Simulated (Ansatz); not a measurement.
Relaxation of C₂H₂OTe (6 atoms, charge 0, multiplicity 1), to a largest force component of 0.02 eV/Å in at most 50 steps.

Level of theory: RKS PBE0/def2-SVP (Ansatz 0.2.0).

```xyz
6
Properties=species:S:1:pos:R:3
Te -1.385 -0.280 -1.547
C -0.331 -0.034 0.230
C 0.701 -0.380 0.983
O -0.085 0.563 1.458
H -0.489 1.019 -2.308
H 1.631 -0.953 1.137
```

Q: Where does it end, and by what steps?

A: The run converged. After 24 steps the energy has fallen by 1.899 eV; C2 moved furthest, 0.86 Å. Parted: C2–O4.

| step | energy less start (eV) | largest force component (eV/Å) | accepted |
| --- | --- | --- | --- |
| 0 | 0.0000 | 6.041 | yes |
| 1 | -0.5943 | 2.777 | yes |
| 2 | -0.8388 | 0.826 | yes |
| 3 | -0.8825 | 0.754 | yes |
| 4 | -0.9300 | 0.704 | yes |
| 5 | -1.0100 | 1.603 | yes |
| 6 | -1.2581 | 1.471 | yes |
| 7 | -1.5661 | 0.995 | yes |
| 8 | -1.6421 | 1.903 | yes |
| 9 | -1.4583 | 4.760 | no |
| 10 | -1.7953 | 0.789 | yes |
| 11 | -1.8453 | 0.401 | yes |
| 12 | -1.8045 | 1.428 | no |
| 13 | -1.8696 | 0.573 | yes |
| 14 | -1.8827 | 0.352 | yes |
| 15 | -1.8897 | 0.324 | yes |
| 16 | -1.8926 | 0.261 | yes |
| 17 | -1.8963 | 0.219 | yes |
| 18 | -1.8980 | 0.116 | yes |
| 19 | -1.8981 | 0.117 | yes |
| 20 | -1.8975 | 0.153 | no |
| 21 | -1.8989 | 0.025 | yes |
| 22 | -1.8991 | 0.035 | yes |
| 23 | -1.8992 | 0.033 | yes |
| 24 | -1.8993 | 0.014 | yes |

```xyz
6
Properties=species:S:1:pos:R:3
Te -1.283 -0.143 -1.333
C 0.286 0.339 -0.238
C 0.484 -0.156 1.085
O 0.170 0.297 2.165
H -0.771 0.668 -2.710
H 1.156 -1.069 0.985
```

The run took 74 s on 1 thread of Arm Neoverse V2, on a shared host, peak memory 0.15 GiB.
